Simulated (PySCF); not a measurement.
C₆H₆, charge +1, doublet, geometry from GFN2-xTB (a state made from the parent by changing its charge; the spin is typed, not shown lowest); B3LYP/6-31G* run with PySCF.

Here is a job for PySCF.
```python
from pyscf import gto, scf, dft

mol = gto.Mole()
mol.atom = '''
    C    -0.016885    1.369474    0.009616
    C     1.193800    0.671316    0.003901
    C     1.234065   -0.712303    0.094094
    C     0.016885   -1.369474   -0.009616
    C    -1.193800   -0.671316   -0.003901
    C    -1.234065    0.712303   -0.094094
    H    -0.019544    2.441901    0.180806
    H     2.124303    1.207789   -0.156633
    H     2.168263   -1.251091    0.100122
    H     0.019544   -2.441901   -0.180806
    H    -2.124303   -1.207789    0.156633
    H    -2.168263    1.251091   -0.100122
'''
mol.basis = '6-31g*'
mol.charge = 1
mol.spin = 1
mol.verbose = 4
mol.build()

mf = dft.UKS(mol)
mf.xc = 'b3lyp'
mf.kernel()
```

Output, abridged:

```
PySCF version 2.14.0

[INPUT] verbose = 4
[INPUT] num. atoms = 12
[INPUT] num. electrons = 41
[INPUT] charge = 1
[INPUT] spin (= nelec alpha-beta = 2S) = 1
[INPUT] symmetry False subgroup None
[INPUT] Mole.unit = angstrom
[INPUT] Symbol           X                Y                Z      unit          X                Y                Z       unit  Magmom
[INPUT]  1 C     -0.016885000000   1.369474000000   0.009616000000 AA   -0.031908025613   2.587930794713   0.018171606414 Bohr   0.0
[INPUT]  2 C      1.193800000000   0.671316000000   0.003901000000 AA    2.255955047506   1.268603383039   0.007371821612 Bohr   0.0
[INPUT]  3 C      1.234065000000  -0.712303000000   0.094094000000 AA    2.332044869911  -1.346057587706   0.177811889965 Bohr   0.0
[INPUT]  4 C      0.016885000000  -1.369474000000  -0.009616000000 AA    0.031908025613  -2.587930794713  -0.018171606414 Bohr   0.0
[INPUT]  5 C     -1.193800000000  -0.671316000000  -0.003901000000 AA   -2.255955047506  -1.268603383039  -0.007371821612 Bohr   0.0
[INPUT]  6 C     -1.234065000000   0.712303000000  -0.094094000000 AA   -2.332044869911   1.346057587706  -0.177811889965 Bohr   0.0
[INPUT]  7 H     -0.019544000000   2.441901000000   0.180806000000 AA   -0.036932807378   4.614524113302   0.341673821678 Bohr   0.0
[INPUT]  8 H      2.124303000000   1.207789000000  -0.156633000000 AA    4.014350875592   2.282390426262  -0.295993472069 Bohr   0.0
[INPUT]  9 H      2.168263000000  -1.251091000000   0.100122000000 AA    4.097423236028  -2.364219346908   0.189203159044 Bohr   0.0
[INPUT] 10 H      0.019544000000  -2.441901000000  -0.180806000000 AA    0.036932807378  -4.614524113302  -0.341673821678 Bohr   0.0
[INPUT] 11 H     -2.124303000000  -1.207789000000   0.156633000000 AA   -4.014350875592  -2.282390426262   0.295993472069 Bohr   0.0
[INPUT] 12 H     -2.168263000000   1.251091000000  -0.100122000000 AA   -4.097423236028   2.364219346908  -0.189203159044 Bohr   0.0

nuclear repulsion = 204.19125821013
number of shells = 48
number of NR pGTOs = 186
number of NR cGTOs = 96
basis = 6-31g*
ecp = {}

******** <class 'pyscf.dft.uks.UKS'> ********
method = UKS
initial guess = minao
damping factor = 0
level_shift factor = 0
DIIS = <class 'pyscf.scf.diis.CDIIS'>
diis_start_cycle = 1
diis_space = 8
diis_damp = 0
SCF conv_tol = 1e-09
SCF conv_tol_grad = None
SCF max_cycles = 50
direct_scf = True
direct_scf_tol = 1e-13
number electrons alpha = 21  beta = 20
XC library pyscf.dft.libxc version 7.1.2
    S. Lehtola, C. Steigemann, M. J. T. Oliveira, and M. A. L. Marques,  SoftwareX 7, 1–5 (2018)
XC functionals = b3lyp
    P. J. Stephens, F. J. Devlin, C. F. Chabalowski, and M. J. Frisch,  J. Phys. Chem. 98, 11623 (1994)
radial grids:
    Treutler-Ahlrichs [JCP 102, 346 (1995); DOI:10.1063/1.469408] (M4) radial grids

becke partition: Becke, JCP 88, 2547 (1988); DOI:10.1063/1.454033
pruning grids: <function nwchem_prune>
grids dens level: 3
symmetrized grids: False
atomic radii adjust function: <function treutler_atomic_radii_adjust>
small_rho_cutoff = 0
Set gradient conv threshold to 3.16228e-05
tot grids = 143560
init E= -233.105575656958

cycle= 1 E= -231.898339682729  delta_E= 1.21  |g|= 0.14  |ddm|= 2.42
cycle= 2 E= -231.899484001248  delta_E= -0.00114  |g|= 0.146  |ddm|= 0.348
cycle= 3 E= -231.910140424  delta_E= -0.0107  |g|= 0.0275  |ddm|= 0.147
cycle= 4 E= -231.910572829036  delta_E= -0.000432  |g|= 0.00935  |ddm|= 0.0313
cycle= 5 E= -231.910641481139  delta_E= -6.87e-05  |g|= 0.00299  |ddm|= 0.0133
cycle= 6 E= -231.910655078118  delta_E= -1.36e-05  |g|= 0.000914  |ddm|= 0.00678
cycle= 7 E= -231.910656803085  delta_E= -1.72e-06  |g|= 0.00013  |ddm|= 0.00294
cycle= 8 E= -231.910656831501  delta_E= -2.84e-08  |g|= 3.02e-05  |ddm|= 0.000344
cycle= 9 E= -231.910656833115  delta_E= -1.61e-09  |g|= 6.62e-06  |ddm|= 9.02e-05
cycle= 10 E= -231.910656833176  delta_E= -6.12e-11  |g|= 4.07e-06  |ddm|= 1.89e-05
Extra cycle  E= -231.91065683317  delta_E= 6.08e-12  |g|= 6.08e-06  |ddm|= 9.54e-06
converged SCF energy = -231.91065683317  <S^2> = 0.76414568  2S+1 = 2.014096
```
